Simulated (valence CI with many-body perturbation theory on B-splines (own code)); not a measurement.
**Ho XXVI: one-electron terms**

Calculated by configuration interaction combined with many-body perturbation theory (CI+MBPT): six valence electrons over a frozen Dirac-Fock core [Kr], a basis of 7 s, 7 p, 8 d, 6 f, 4 g, 1 h functions for each j, with the one-electron correlation potential Σ1 (screened to all orders), the two-electron term Σ2, the three-electron term Σ3, Breit, model QED; selected single and double excitations, second order for the rest, scaled by the run's own slope (own B-spline code, finite nucleus).

No measured levels were compared; by estimate terms of the open shell hold to 2 to 4 % of their energy, and close levels can change places. Core correlation moves these levels by up to 6600 cm⁻¹, and in measured spectra 5 to 20 % of such shifts remained as error; rates that hang on mixing are uncertain with them. Among the levels kept, up to 800 cm⁻¹ of a level comes from second order outside the variational space, and about a tenth of that is noise between levels of different J, which matters for small intervals. Only levels of the ground parity were solved; by the run's estimate the other parity begins above the list, which can be wrong where configurations are misplaced.

These are the spectroscopic orbitals of the CI (the correlating ones are not listed), shaped by the core and the other valence electrons. h is the expectation value of the core's Dirac-Fock operator, without the valence repulsion; Σ1 is computed up to l = 3 at one energy for each symmetry, that of its lowest orbital but kept below the first core excitation, so for empty shells it is not the orbital's own correlation shift; Breit and QED include the response of the core.

| Orbital | h (hartree) | Σ1 (cm⁻¹) | Breit (cm⁻¹) | QED (cm⁻¹) | ⟨r⟩ (bohr) |
| --- | --- | --- | --- | --- | --- |
| 5s1/2 | -28.246 | -10106 | 2300 | 1799 | 0.8973 |
| 6s1/2 | -18.118 | -3897 | 1206 | 948 | 1.404 |
| 7s1/2 | -12.63 | -1993 | 693 | 552 | 2.030 |
| 5p1/2 | -26.822 | -9689 | 3497 | -26.1 | 0.9194 |
| 6p1/2 | -17.362 | -3919 | 1887 | -12.3 | 1.440 |
| 7p1/2 | -12.182 | -2051 | 1107 | -6.7 | 2.080 |
| 5p3/2 | -26.022 | -8709 | 2058 | 146 | 0.9507 |
| 6p3/2 | -16.948 | -3629 | 1128 | 80.9 | 1.477 |
| 7p3/2 | -11.938 | -1923 | 718 | 48.4 | 2.124 |
| 4d3/2 | -41.129 | -21004 | 4025 | -505 | 0.5138 |
| 5d3/2 | -23.74 | -8682 | 1602 | -158 | 0.9753 |
| 6d3/2 | -15.726 | -3962 | 844 | -80.9 | 1.539 |
| 4d5/2 | -40.719 | -20386 | 2193 | -289 | 0.5203 |
| 5d5/2 | -23.569 | -8579 | 931 | -78.4 | 0.9833 |
| 6d5/2 | -15.635 | -3917 | 497 | -39.6 | 1.548 |
| 4f5/2 | -34.701 | -41518 | 482 | -376 | 0.5050 |
| 5f5/2 | -21.081 | -8584 | 311 | -121 | 1.014 |
| 4f7/2 | -34.61 | -38031 | -485 | -309 | 0.5075 |
| 5f7/2 | -21.041 | -8410 | -60.4 | -95.1 | 1.016 |
| 5g7/2 | -19.307 |  | -90.7 | -37.7 | 0.9919 |
| 5g9/2 | -19.297 |  | -151 | -29.6 | 0.9926 |

Among the shells of the start configuration 4d6, Σ1 is largest in size for 4d3/2, where it is 0.23 % of h.

Lowest root of each symmetry, sizes in configuration state functions:

```json
{"J": "0", "Parity": "even", "Roots": "5", "Reference": "9", "Variational": "31833", "Second order": "597160", "Change by selected CI (cm⁻¹)": "-43297", "Change by second order (cm⁻¹)": "-52"}
{"J": "1", "Parity": "even", "Roots": "4", "Reference": "15", "Variational": "33248", "Second order": "2288005", "Change by selected CI (cm⁻¹)": "-38989", "Change by second order (cm⁻¹)": "-165"}
{"J": "2", "Parity": "even", "Roots": "8", "Reference": "25", "Variational": "34108", "Second order": "2901563", "Change by selected CI (cm⁻¹)": "-40742", "Change by second order (cm⁻¹)": "-568"}
{"J": "3", "Parity": "even", "Roots": "6", "Reference": "23", "Variational": "31932", "Second order": "4498629", "Change by selected CI (cm⁻¹)": "-37266", "Change by second order (cm⁻¹)": "-533"}
{"J": "4", "Parity": "even", "Roots": "7", "Reference": "19", "Variational": "33045", "Second order": "4539085", "Change by selected CI (cm⁻¹)": "-37999", "Change by second order (cm⁻¹)": "-654"}
{"J": "5", "Parity": "even", "Roots": "2", "Reference": "10", "Variational": "30542", "Second order": "3320439", "Change by selected CI (cm⁻¹)": "-39278", "Change by second order (cm⁻¹)": "-499"}
{"J": "6", "Parity": "even", "Roots": "2", "Reference": "6", "Variational": "30798", "Second order": "3083589", "Change by selected CI (cm⁻¹)": "-38090", "Change by second order (cm⁻¹)": "-323"}
```
